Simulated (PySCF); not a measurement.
## Checking a proposed structure

A compound C6H16NPSi gives the data below (simulated from a calculation) and was assigned the structure `CP1(=N[SiH3])CCCCC1`.

¹³C{¹H} NMR (computed): δ 32.1 (CH2), 29.5 (CH2, 2C), 7.3 (CH3), 4.4 (CH2, 2C).

¹H NMR (300 MHz, computed): δ 4.12 (m, 1H), 3.99 (m, 1H), 2.06 (m, 2H), 1.94 (m, 2H), 1.34 (m, 2H), 1.26 (m, 2H), 1.24 (m, 3H), 0.90 (m, 2H), -1.03 (br s, 1H).

- σ from GIAO-PBE0/pcSseg-1
- geometry: GFN2-xTB
- program: PySCF
- no relativistic terms, gas phase, one conformer, fast rotation and ring inversion assumed for equivalent nuclei

Shifts are taken against calculated references (same method and geometry level): TMS for ¹H (31.72 ppm) and ¹³C (186.93 ppm).

**Question.** Compare with the shifts computed for the proposed structure, pairing carbons in order of shift.

**Answer.** Numbering as in the mapped SMILES `[CH3:1][P:2]1(=[N:3][SiH3:4])[CH2:5][CH2:6][CH2:7][CH2:8][CH2:9]1`. Each H is labelled by its parent atom.

```
atom  computed for proposal  given list  difference
  C5                   36.8        32.1        +4.7
  C9                   36.8        29.5        +7.3
  C7                   31.0        29.5        +1.5
  C6                   27.7         7.3       +20.4
  C8                   27.7         4.4       +23.3
  C1                   14.5         4.4       +10.1
```

The rms difference is 13.8 ppm and the largest +23.3 ppm at C8 (sp3 CH2 in a ring). The carbon types in order of shift don't match either: CH2, CH2, CH2, CH2, CH2, CH3 for the proposal against CH2, CH2, CH2, CH3, CH2, CH2 in the data. The proposal doesn't fit.

**Question.** Which isomer fits?

**Answer.** SMILES C1CP(CC)(=N)CC[SiH2]1.

- δC 7.3: methyl carbon; saturated and bonded to C and H only.
- δC 4.4: sp3 CH2 bonded to Si; an electropositive neighbour leaves it electron-rich and shielded.
- δH 1.24: hydrogen on a methyl carbon.
- δH -1.03: hydrogen on a nitrogen bonded to P; exchangeable; this is the value without hydrogen bonding to other molecules.

The data come from this structure; uniqueness wasn't tested.

OH/NH shifts are gas-phase values; hydrogen bonding in solution moves them, usually downfield. Splittings by ³¹P in the carbon and heteronuclear signals aren't shown, as no couplings were computed. Shifts are as computed. Against solution values, carbons near 30 ppm lie about +3 ppm off and those near 130 ppm about +5 ppm. Of 1211 compounds with measured shifts, 218 miss one by over three times the rms of a fit or turn the order of signals round; such compounds aren't used in these exercises. Multiplicities follow the n + 1 count of equivalent neighbours, as no J values were calculated; m marks all less simple cases, F and P coupling included.
